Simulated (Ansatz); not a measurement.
The cluster Cs₄H₅⁻. Total charge -1; singlet. Geometry r2SCAN-D4/def2-TZVPD; atoms count from 1.

Cartesian coordinates in Å:
```
Cs 2.7049 0.1304 0.0957
Cs 0.2530 -3.1749 -1.1830
Cs -0.5225 3.4448 2.1626
Cs -2.3736 0.2496 -1.2752
H 0.4814 -0.2697 -1.8036
H -2.6167 2.6038 0.5298
H -2.6195 -2.6403 -0.8573
H 2.0533 2.4329 1.8541
H 2.6397 -2.7766 0.4770
```

In the def2 sets Cs takes a core potential; there is no spin–orbit coupling. Another isomer (singlet) lies 0.20 eV lower at PBE0-D4/def2-TZVPD; other spin states weren't run for this one.

Q: Estimate the Mulliken populations from the PBE0/def2-TZVPD orbitals of Ansatz.

A: 
```
atom  charge (e)
 Cs1        0.58
 Cs2        0.43
 Cs3        0.31
 Cs4        0.58
  H5       -0.64
  H6       -0.57
  H7       -0.56
  H8       -0.57
  H9       -0.56
```
Mulliken values and Mayer orders depend strongly on the basis. With diffuse functions, as here, like atoms can get unlike values, and bond orders can come out too low or too high.
